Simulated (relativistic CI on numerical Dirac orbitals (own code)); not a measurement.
# One change at a time: Sn⁴⁸⁺

Base calculation: Dirac-Coulomb-Breit CI, KLI orbitals optimised for each configuration, model QED, unscaled Slater integrals.

Configuration list: 1s², 1s2s, 1s2p, 1s3s, 1s3p, 1s3d, 1s4s, 1s4p, 1s4d, 1s4f, 1s5s, 1s5p, 1s5d, 1s5f, 1s5g, 1s6s, 1s6p, 1s6d. Levels of other configurations are missing.

Variants: (1) QED terms removed; (2) one mean potential for all configurations. Shifts of the energy above 1s² ¹S0, in eV, for the lowest level and the first level of each name with at least 55 % of one term (blank where a level changes its place among those of its configuration and J or its character, or is not in the variant):

```tsv
Level	Base	Δ(1)	Δ(2)
1s² ¹S0	0.0	0.0	0.0
1s2s ³S1	25645.2	+27.9	-0.7
1s2p ³P°1	25715.6	+32.9	-0.8
1s2p ³P°0	25718.2	+32.9	-0.9
1s2s ¹S0	25720.8	+27.9	+0.1
1s2p ³P°2	25992.5	+32.4	-0.8
1s2p ¹P°1	26025.1	+32.4	-0.7
1s3s ³S1	30475.5	+31.5	-0.6
1s3p ³P°1	30494.7	+33.0	-0.7
1s3p ³P°0	30495.4	+33.0	-0.7
1s3s ¹S0	30495.7	+31.5	-0.5
1s3p ³P°2	30577.1	+32.9	-0.6
1s3d ³D2	30585.0	+33.0	-0.6
1s3d ³D1	30586.1	+33.0	-0.6
1s3p ¹P°1	30586.4	+32.9	-0.7
1s3d ³D3	30611.4	+33.0	-0.6
1s3d ¹D2	30612.5	+33.0	-0.6
1s4s ³S1	32146.1	+32.4	-0.6
1s4p ³P°1	32154.0	+33.0	-0.6
1s4p ³P°0	32154.3	+33.0	-0.6
1s4s ¹S0	32154.4	+32.4	-0.6
1s4p ³P°2	32188.7	+33.0	-0.6
```

At this charge energies of transitions that change n are usually good to better than 1 %, and those within a shell (Δn = 0) to a few per cent.

Ionisation energy from the two ground configurations alone: base 34254.6 eV; QED terms removed 34287.7 eV. The NIST ASD value (theoretical) is 34257.1 eV.

LS names give the leading component of a level, which can be under half, so a name can repeat, a term be missing and a line seem to break the LS rules.
